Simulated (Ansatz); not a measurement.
`N[SiH2][SiH2]S` + H–F → `F[SiH2][SiH2]S` + NH₃  (ligand exchange at the Si–N bond)

Calculated with Ansatz (gas phase, PBE0-D4/def2-TZVP geometries, no zero-point term in ΔE). CBS: MP2 limit from def2 TZ/QZ plus the TZ coupled-cluster correction, frozen cores. This one scheme is used for every species. DFT in def2-TZVPP. B3LYP here is the variant with VWN-RPA as its local correlation; programs differ in this. HSE06 is defined as in plane-wave codes. Each species was taken in one conformer, which may not be the lowest.

```
             level  ΔE (kcal/mol)  difference from CCSD(T)/CBS
            PBE-D4          -18.5                          0.3
        r2SCAN0-D4          -19.4                         -0.6
          HSE06-D4          -18.0                          0.8
              PBE0          -19.0                         -0.2
             B3LYP          -21.7                         -2.9
             HSE06          -18.9                         -0.1
RPA@PBE/def2-TZVPP          -19.7                         -0.9
    MP2/def2-TZVPP          -18.3                          0.5
CCSD(T)/def2-TZVPP          -19.0                         -0.2
     HF/def2-QZVPP          -23.1                         -4.3
       CCSD(T)/CBS          -18.8                            0
```

Largest T1 diagnostic among the species: 0.012.

In def2-TZVPP, CCSD(T) changes the Hartree–Fock value by +3.7 kcal/mol (the triples alone add +0.5 kcal/mol) and MP2 by +4.4 kcal/mol. From r2SCAN to r2SCAN0 (25 % exact exchange), in def2-TZVPP and without D4, ΔE moves by +0.8 kcal/mol. The D4 term adds +1.7 kcal/mol with B3LYP and +1.0 kcal/mol with PBE0; it sums over pairs of atoms, weighted by their polarisabilities, and B3LYP, whose exchange is more repulsive, gets the larger term.

CCSD(T)/CBS has its own doubt, a few kJ/mol and more with outer-core shells, so smaller differences from it don't rank the levels.
